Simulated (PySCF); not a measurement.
## Computed NMR parameters against published values

Atoms are numbered as in `[CH3:1][NH:2][c:3]1[cH:4][cH:5][cH:6][cH:7][cH:8]1` (H(Xn): hydrogen on atom n).

Published estimates (parent shift plus substituent increments) and measurements: δ ¹³C C5/C7 129.3; C6 116.9; C4/C8 112.3; δ ¹H H(C5)/H(C7) 7.18; H(C6) 6.70; H(C4)/H(C8) 6.61 ppm (estimated from measurements, as parent shift plus tabulated substituent increment; solution, not stated per compound (mostly CDCl3 or CCl4); Pretsch, Buehlmann, Badertscher, Structure Determination of Organic Compounds, 4th ed. (2009)).
δ ¹⁵N N2 -329.2 ppm (measured; solution, CDCl3; A. Zakrzewska et al., Int. J. Mol. Sci. 6 (2005) 52).

[PySCF: σ from GIAO-PBE0/pcSseg-1; geometry: GFN2-xTB; isolated molecule; fast rotation and ring inversion assumed for equivalent nuclei; non-relativistic Hamiltonian; one computed conformer]

Problem. Set the calculated values beside the experiment.

Solution. 
Reference values: estimated from measurements, as parent shift plus tabulated substituent increment (solution, not stated per compound (mostly CDCl3 or CCl4); Pretsch, Buehlmann, Badertscher, Structure Determination of Organic Compounds, 4th ed. (2009)).
| atoms | quantity | reference | computed | computed, scaled |
| --- | --- | --- | --- | --- |
| C5/C7 | δ ¹³C | 129.3 | 135.0 | 129.3 |
| C6 | δ ¹³C | 116.9 | 121.5 | 116.2 |
| C4/C8 | δ ¹³C | 112.3 | 115.1 | 110.0 |
| H(C5)/H(C7) | δ ¹H | 7.18 | 7.45 | 7.12 |
| H(C6) | δ ¹H | 6.70 | 6.89 | 6.58 |
| H(C4)/H(C8) | δ ¹H | 6.61 | 6.64 | 6.35 |

Reference values: measured (solution, CDCl3; A. Zakrzewska et al., Int. J. Mol. Sci. 6 (2005) 52).
| atoms | quantity | reference | computed | computed, scaled |
| --- | --- | --- | --- | --- |
| N2 | δ ¹⁵N vs CH3NO2 (scale of the values; not named in the stored text) | -329.2 | – | -324.1 |

Computed shifts are σ(ref) − σ with the named reference compound (TMS for H and C) calculated as an isolated molecule at the same level. The measured values may be among those fitted. Scaled to experiment by linear calibration (H and C: mostly CDCl3 data, vs TMS): ¹³C (scatter 2.1 ppm rms, 2.3 ppm with the 13 outliers that the fit left out); ¹H (scatter 0.17 ppm rms, 0.18 ppm with the 4 outliers that the fit left out); ¹⁵N (scatter 6.3 ppm rms vs CH3NO2, solution or neat liquid). A few per cent of atoms miss by over 2 rms, more outside the fitted compound classes. Hydrogens on heteroatoms aren't scaled, only referred to computed TMS.

Problem. How far are the unscaled ¹³C shifts from the references?

Solution. Mean signed difference +4.37 ppm, mean absolute 4.37 ppm over 3 comparisons; the largest is +5.7 ppm at C5/C7 (aromatic CH).

Problem. How far are the unscaled ¹H shifts from the references?

Solution. Mean signed difference +0.16 ppm, mean absolute 0.16 ppm over 3 comparisons; the largest is +0.27 ppm at H(C5)/H(C7) (hydrogen on an aromatic CH).
